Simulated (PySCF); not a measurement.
Numbering as in the mapped SMILES `[F:1][P:2]([F:3])[P:4]([SiH3:5])[SiH3:6]`; H(Xn) means a hydrogen on atom n.

Calculated, not measured (PySCF 2.14): shielding tensors at PBE0/pcSseg-1 (GIAO), structure optimised with GFN2-xTB. No solvent model, equivalent nuclei averaged, a single conformation, no relativistic terms.

Scale: 1H (σ = 31.72 ppm) and 29Si (σ = 349.16 ppm) against TMS; CFCl3 for 19F (σ = 170.95 ppm); H3PO4 for 31P (σ = 318.38 ppm) (reference shieldings calculated alike).

| atoms | nucleus | count | δ (ppm) |
| --- | --- | --- | --- |
| H(Si5)/H(Si6) | 1H | 6 | ? |
| P4 | 31P | 1 | -214.1 |
| P2 | 31P | 1 | 340.4 |
| Si5/Si6 | 29Si | 2 | -86.9 |
| F1/F3 | 19F | 2 | ? |

Estimate the values marked ?.

Answers


- H(Si5)/H(Si6): 4.05 ppm, hydrogen on a silicon bonded to P
- F1/F3: -93.3 ppm, fluorine bonded to P

Unscaled 19F shifts against computed CFCl3 carry errors that often reach 10 to 50 ppm. Experimental scales use liquid or dissolved standards, which lie at an offset from isolated H3PO4.
